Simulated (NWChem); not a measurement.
# C3H6ClF; SMILES FC(Cl)(C)C

```xyz
11

C      0.6490     0.8368     1.2826
C     -0.0053     0.3570     0.0000
C      0.6490     0.8368    -1.2826
F     -1.3186     0.7692     0.0000
Cl    -0.0339    -1.4841     0.0000
H      0.0978     0.4613     2.1480
H      1.6857     0.4970     1.3433
H      0.6305     1.9325     1.3001
H      0.0978     0.4613    -2.1480
H      1.6857     0.4970    -1.3433
H      0.6305     1.9325    -1.3001
```
Atoms are numbered in this order, from 1.

All runs use the structure optimised with B3LYP/6-31G* (spherical d).

 Unshifted, non-relativistic core excitations; the lowest 4 roots alone, so stronger bands may lie above.

**Question.** List the first Cl K-edge excitations from PBE0/6-311G** (spherical d), restricted-window TDA (NWChem).

**Answer.** 
```tsv
state	energy (eV)	dipole oscillator strength	leading excitation (squared amplitude)
S1	2765.3	0.0041	1s of atom 5 or its equivalents → LUMO (0.97)
S2	2768.2	0.0000	1s of atom 5 or its equivalents → LUMO+1 (0.99)
S3	2769.0	0.0000	1s of atom 5 or its equivalents → LUMO+2 (0.94)
S4	2769.4	0.0004	1s of atom 5 or its equivalents → LUMO+3 (0.99)
```
